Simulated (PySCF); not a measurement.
C₄H₁₀OSi, SMILES C=C(CC)[SiH2]O.

Geometry optimised at B3LYP-D3(BJ)/def2-SVP. The structure was generated by enumeration, and PubChem lists no compound with its InChIKey, so it may never have been made. The values are those of a single conformer.

The numbers are results of TDA-CAM-B3LYP/def2-SVPD in PySCF, not measurements.

Vertical excitations. Isolated molecule, no solvent.

Computed excitation energies, oscillator strengths and character:
| state | energy (eV) | λ (nm) | f | main pairs |
|---|---|---|---|---|
| S1 | 6.69 | 185 | 0.003 | HOMO−1→LUMO+1 78 % |
| S2 | 6.76 | 183 | 0.017 | HOMO→LUMO 87 % |
| S3 | 7.22 | 172 | 0.027 | HOMO−1→LUMO 68 %, HOMO−1→LUMO+1 11 % |
| S4 | 7.42 | 167 | 0.395 | HOMO→LUMO+1 78 % |
| S5 | 7.50 | 165 | 0.052 | HOMO→LUMO+2 81 % |
| S6 | 7.92 | 157 | 0.035 | HOMO−2→LUMO 71 % |
| T1 | 4.22 | 294 | 0 | HOMO→LUMO+1 85 % |
| T2 | 6.11 | 203 | 0 | HOMO−1→LUMO+1 81 % |
Triplets are in the Tamm–Dancoff approximation.
